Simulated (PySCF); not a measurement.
SCF from a fresh guess for singlet HRhO, at the PBE0 minimum. PySCF input:

```python
from pyscf import gto, scf, dft
mol = gto.M(atom='''
Rh     0.162147     0.000000    -0.151158
O     -1.126971     0.000000     0.920512
H      1.324500     0.000000     0.858448''',
    basis={'Rh': 'def2-TZVP', 'O': 'def2-TZVP', 'H': 'def2-TZVP'},
    ecp={'Rh': 'def2-TZVP'},
    charge=0, spin=0)
mf = dft.RKS(mol, xc='PBE0')
mf.grids.atom_grid = (50, 194)
aux = {'Rh': 'def2-universal-JKFIT', 'O': 'def2-universal-JKFIT', 'H': 'def2-universal-JKFIT'}
mf = mf.density_fit(auxbasis=aux)
mf.conv_tol = 1e-08
mf.diis_space = 10
mf.max_cycle = 60
mf.init_guess = 'minao'
mf.verbose = 4
mf.kernel()
```

Excerpt of the output (cycles and frontier levels):

```
init E= -177.711916920989
  HOMO = -0.69308507713294  LUMO = -0.684511500483933  gap/eV = 0.23330
cycle= 1 E= -185.193264264493  delta_E= -7.48  |g|=  2.3  |ddm|= 4.24
  HOMO = 0.063664644288487  LUMO = 0.0671430122178173  gap/eV = 0.09465
cycle= 2 E= -175.360881629917  delta_E= 9.83  |g|= 4.99  |ddm|= 7.72
  HOMO = -0.352393849676464  LUMO = -0.312498270384694  gap/eV = 1.08561
cycle= 3 E= -185.161637724195  delta_E= -9.8  |g|= 2.22  |ddm|= 7.68
  HOMO = -0.471726323303592  LUMO = -0.410026862878105  gap/eV = 1.67893
cycle= 4 E= -185.877401913645  delta_E= -0.716  |g|= 1.15  |ddm|= 1.43
  HOMO = -0.221526126271492  LUMO = -0.158059695270666  gap/eV = 1.72701
cycle= 5 E= -186.179685503003  delta_E= -0.302  |g|= 0.245  |ddm|= 0.921
  HOMO = -0.217841540873128  LUMO = -0.148756883153446  gap/eV = 1.87989
cycle= 6 E= -186.187457379424  delta_E= -0.00777  |g|= 0.106  |ddm|= 0.11
  HOMO = -0.228372180504817  LUMO = -0.155874561932709  gap/eV = 1.97276
cycle= 7 E= -186.189799169869  delta_E= -0.00234  |g|= 0.0222  |ddm|= 0.0543
  HOMO = -0.229777138815098  LUMO = -0.156689551648842  gap/eV = 1.98881
cycle= 8 E= -186.189903440748  delta_E= -0.000104  |g|= 0.0106  |ddm|= 0.0243
  HOMO = -0.229979391680736  LUMO = -0.156766469301296  gap/eV = 1.99223
cycle= 9 E= -186.189926219092  delta_E= -2.28e-05  |g|= 0.00553  |ddm|= 0.00784
  HOMO = -0.230307714852973  LUMO = -0.157001467436992  gap/eV = 1.99476
cycle= 10 E= -186.189932331443  delta_E= -6.11e-06  |g|= 0.00199  |ddm|= 0.00432
  HOMO = -0.230556221945971  LUMO = -0.15714669894588  gap/eV = 1.99757
cycle= 11 E= -186.189933209423  delta_E= -8.78e-07  |g|= 0.00034  |ddm|= 0.00245
  HOMO = -0.230614146958541  LUMO = -0.157186284810674  gap/eV = 1.99807
cycle= 12 E= -186.189933235752  delta_E= -2.63e-08  |g|= 5.08e-05  |ddm|= 0.000297
  HOMO = -0.230615832451274  LUMO = -0.157188456315801  gap/eV = 1.99806
cycle= 13 E= -186.189933237905  delta_E= -2.15e-09  |g|= 1.75e-05  |ddm|= 0.000134
  HOMO = -0.23061778198938  LUMO = -0.157190035416605  gap/eV = 1.99807
Extra cycle  E= -186.189933238117  delta_E= -2.12e-10  |g|= 2.56e-05  |ddm|= 5.26e-05
converged SCF energy = -186.189933238117
```

This is not the lowest solution: a stability analysis within the same restricted form found one 41.1 kJ/mol lower, at -186.20559 Eh.

At the minimum of this search the closed-shell solution is unstable towards spin polarisation, so a lower open-shell solution exists.

The search for the lowest solution, with the stability check, took 4.9 s on 2 threads of a shared Arm Neoverse N1 host, with 77 basis functions; the process peaked at 0.28 GiB.
